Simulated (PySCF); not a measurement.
Geometry:
```tsv
atom	x (Å)	y (Å)	z (Å)
B1	2.613	0.250	0.726
C2	1.890	-1.023	0.226
B3	1.035	-0.545	-1.024
O4	-0.202	-0.014	-0.934
C5	-0.915	0.212	0.272
C6	-1.543	1.586	0.211
C7	-1.927	-0.919	0.394
Cl8	-2.811	-0.839	1.938
H9	2.129	0.936	1.600
H10	3.642	0.627	0.211
H11	2.601	-1.767	-0.164
H12	1.227	-1.458	0.990
H13	1.473	-0.622	-2.150
H14	-0.231	0.158	1.136
H15	-0.763	2.359	0.158
H16	-2.156	1.764	1.105
H17	-2.180	1.673	-0.682
H18	-2.659	-0.873	-0.425
H19	-1.416	-1.891	0.357
```

Geometry: PBE0-D3(BJ)/def2-SVP; GIAO shifts from PySCF 2.14, gas phase, non-relativistic, averaged over equivalent atoms.

At B3LYP/pcSseg-1 (198 basis functions, 29 s wall time on 1 thread of an Arm Neoverse V1, shared host):
```
      atoms  δ (ppm)
         B1     84.4
         B3     47.9
         C5     76.4
         C7     54.1
         C2     45.7
         C6     21.4
         O4    261.4
        Cl8     74.6
     H9/H10     7.46
        H13     5.19
        H14     4.50
        H19     3.31
        H18     3.19
        H11     3.04
        H12     2.74
H15/H16/H17     1.40
```

δ = σ(ref) − σ, references computed at the same level: $^{11}$B (σref 97.83) vs BF3·OEt2; TMS for $^{13}$C (σref 179.24) and $^{1}$H (σref 31.38); H2O for $^{17}$O (σref 334.04); $^{35}$Cl (σref 930.46) against HCl.

What do these become at PBE0/pcSseg-1?

Results:


| atoms | δ at PBE0/pcSseg-1 | change |
| --- | --- | --- |
| B1 | 83.9 | -0.5 |
| B3 | 47.2 | -0.7 |
| C5 | 74.6 | -1.8 |
| C7 | 52.4 | -1.7 |
| C2 | 46.2 | +0.5 |
| C6 | 20.8 | -0.6 |
| O4 | 255.2 | -6.2 |
| Cl8 | 67.7 | -6.9 |
| H9/H10 | 7.63 | +0.17 |
| H13 | 5.28 | +0.09 |
| H14 | 4.52 | +0.02 |
| H19 | 3.29 | -0.02 |
| H18 | 3.18 | -0.01 |
| H11 | 3.18 | +0.14 |
| H12 | 2.87 | +0.13 |
| H15/H16/H17 | 1.39 | -0.01 |

Scale: $^{11}$B (σ = 100.73 ppm) vs BF3·OEt2; TMS for $^{13}$C (σ = 184.41 ppm) and $^{1}$H (σ = 31.27 ppm); H2O for $^{17}$O (σ = 334.56 ppm); $^{35}$Cl (σ = 943.27 ppm) vs HCl (reference shieldings calculated alike).

The largest change is at Cl8 (chlorine bonded to C). Cost: 198 basis functions, 33 s wall time on 1 thread of an Arm Neoverse V1, shared host. The order of the carbon signals is the same at both levels.

A carbon bonded to boron is broadened by the quadrupolar boron nucleus and is often missing from a measured spectrum. Carbons that carry Cl, above all several Cl atoms, come out too deshielded, partly because spin–orbit coupling is missing. Unscaled 17O shifts of doubly bonded oxygen tend to come out too high, by tens of ppm or more. Experimental scales use liquid or dissolved standards, which lie at an offset from isolated H2O (liquid H2O: subtract about 36 ppm).
